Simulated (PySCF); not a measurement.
Compound: 1-bromopentane, C5H11Br.
Structure used (PBE0-D3(BJ)/def2-SVP), in Å, numbered top down from 1:
```
atom  x, y, z in Å
C1     2.4057    0.0338   -0.5493
C2     1.1254   -0.4274    0.1281
C3    -0.1334   -0.0261   -0.6282
C4    -1.4146   -0.4976    0.0418
C5    -2.6885   -0.1114   -0.6763
Br6   -2.9915    1.8170   -0.6969
H7     2.5021   -0.3982   -1.5585
H8     3.2976   -0.2599    0.0244
H9     2.4259    1.1299   -0.6591
H10    1.0775   -0.0143    1.1512
H11    1.1448   -1.5251    0.2509
H12   -0.1654    1.0718   -0.7353
H13   -0.0902   -0.4287   -1.6569
H14   -1.4108   -1.6015    0.1095
H15   -1.4563   -0.1287    1.0807
H16   -3.5765   -0.5379   -0.1935
H17   -2.6763   -0.4181   -1.7313
```

Computed with PySCF at CAM-B3LYP/def2-SVPD, non-relativistic, on one gas-phase PBE0-D3(BJ)/def2-SVP geometry that isn't relaxed in the solvent. The solvent is an IEF-PCM continuum (cavity from Bondi-type radii × 1.2), and excitations are vertical TDDFT with non-equilibrium linear response and a frozen core. Only the electrostatic response of the medium enters. Spin–orbit coupling is left out although an atom past zinc is present.

Gas-phase singlets (H = HOMO, L = LUMO):

| state | E (eV) | λ (nm) | f | leading configuration |
| --- | --- | --- | --- | --- |
| S1 | 6.160 | 201 | 0.001 | H→L 88% |
| S2 | 6.255 | 198 | 0.002 | H-1→L 88% |
| S3 | 7.546 | 164 | 0.050 | H→L+1 59% |
| S4 | 7.651 | 162 | 0.079 | H-1→L+1 58% |
| S5 | 8.254 | 150 | 0.017 | H→L+3 70% |

Task: How does the list change in acetonitrile (ε = 35.69)?

Result: 
| state | E (eV) | λ (nm) | f | leading configuration | change by rank (eV) |
| --- | --- | --- | --- | --- | --- |
| S1 | 6.295 | 197 | 0.003 | H→L 86% | +0.135 |
| S2 | 6.400 | 194 | 0.003 | H-1→L 87% | +0.145 |
| S3 | 7.583 | 163 | 0.087 | H→L+1 81% | +0.037 |
| S4 | 7.689 | 161 | 0.117 | H-1→L+1 80% | +0.038 |
| S5 | 8.370 | 148 | 0.091 | H→L+3 67% | +0.116 |

Task: What are the lowest 5 singlets in water (ε = 78.36)?

Result: 
| state | E (eV) | λ (nm) | f | leading configuration | change by rank (eV) |
| --- | --- | --- | --- | --- | --- |
| S1 | 6.300 | 197 | 0.003 | H→L 86% | +0.140 |
| S2 | 6.404 | 194 | 0.003 | H-1→L 87% | +0.149 |
| S3 | 7.585 | 163 | 0.087 | H→L+1 81% | +0.039 |
| S4 | 7.692 | 161 | 0.116 | H-1→L+1 81% | +0.041 |
| S5 | 8.372 | 148 | 0.094 | H→L+3 67% | +0.118 |

Task: The ground-state energy changes by -0.126 eV from gas to water. By how much does the total energy of gas-phase S1 change?

Result: E(S1) = E(S0) + excitation energy, so it changes by -0.126 + 0.140 = +0.014 eV: it isn't lowered at all, while the ground state is. This is the vertical state, with the slow part of the continuum still set for S0.

Task: How do the frontier levels move from gas to water?

Result: 
```csv
orbital,gas (eV),solvent (eV),change (eV)
LUMO+2,1.59,1.70,+0.11
LUMO+1,1.36,1.50,+0.14
LUMO,0.86,0.85,-0.01
HOMO,-9.14,-9.26,-0.12
HOMO-1,-9.22,-9.36,-0.14
HOMO-2,-10.61,-10.35,+0.26
HOMO-3,-10.86,-10.61,+0.25
```

The HOMO–LUMO gap goes from 10.00 to 10.11 eV. Rows go by rank; for LUMO+1 and LUMO+2 the atom shares or the degeneracy differ between the runs, so the row needn't follow one orbital.
